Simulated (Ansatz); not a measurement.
The cluster Sr3Te3, relaxed as a singlet with RKS PBE-D4/def2-SVP in Ansatz, starting from the GFN2-xTB geometry. Force threshold 0.02 eV/Å.

In the def2 sets Sr, Te take a core potential; there is no spin–orbit coupling. The structure comes from a short search, and lower isomers may exist.

Start:

```
atom   x (Å)   y (Å)   z (Å)
 Sr1  -1.205   2.004  -0.519
 Sr2   2.228   0.132   0.901
 Sr3  -1.014  -2.133  -0.377
 Te4   1.416   3.030   0.585
 Te5  -3.151  -0.190  -1.284
 Te6   1.726  -2.844   0.694
```

Question: Estimate the energy that the relaxation releases and the steps that it takes.

Answer: 7.9 kcal/mol, in 5 steps; 12 s on 4 threads of Arm Neoverse V1 on a shared host. No frequencies were taken in this run, so the end may be a saddle point.

Question: Does the start keep its bonding?

Answer: By distances, no bond broke or formed, bridged metal pairs apart. The bond that changes most is Sr1–Te4, from 3.02 to 3.04 Å (atoms count from 1). Metal–metal contacts that move far: Sr1–Sr3 4.14 to 4.69 Å, Sr2–Sr3 4.16 to 4.69 Å, Sr1–Sr2 4.16 to 4.69 Å.

Question: Predict the relaxed structure.

Answer: 
```xyz
6

Sr   -1.3674    2.2647   -0.5726
Sr    2.5089    0.1500    1.0169
Sr   -1.1377   -2.4138   -0.4454
Te    1.3765    2.9325    0.5533
Te   -3.0450   -0.1822   -1.2368
Te    1.6647   -2.7511    0.6845
```
Bond lengths (bridged metal pairs left out): 6 × Sr–Te 3.04 Å.
